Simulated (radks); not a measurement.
Values are calculated unless marked as measured or tabulated.
Task: Mean orbital radii <r> (bohr) of the dysprosium ion Dy3+, [Xe] 4f9, of relativity; Dirac values are averaged over j with weights 2j + 1. Spin-unpolarised spherical Kohn-Sham, BLYP, point nucleus unless stated (finite: rms radius 5.2218 fm), a radial shooting solver on a logarithmic mesh with Libxc functionals. A level marked "c x" has the speed of light scaled by that factor and shares open shells by 2j + 1; other Dirac levels either fill j = l - 1/2 first or share by 2j + 1.

| shell | non-rel. |
|---|---|
| 1s | 0.02298 |
| 2s | 0.09765 |
| 2p | 0.08277 |
| 3s | 0.2512 |
| 3p | 0.2409 |
| 3d | 0.2132 |
| 4s | 0.5654 |
| 4p | 0.5777 |
| 4d | 0.6086 |
| 5s | 1.365 |
| 5p | 1.520 |
| 4f | 0.7737 |

Give the values at the level "Dirac, c x 1.25".

Result: 
shell  Dirac, c x 1.25  change of magnitude (%)
1s             0.02181                    -5.07
2s             0.09235                    -5.43
2p             0.08043                    -2.82
3s              0.2405                    -4.26
3p              0.2357                    -2.17
3d              0.2125                    -0.34
4s              0.5427                    -4.01
4p              0.5664                    -1.95
4d              0.6082                    -0.08
5s               1.309                    -4.11
5p               1.495                    -1.66
4f              0.7942                    +2.65
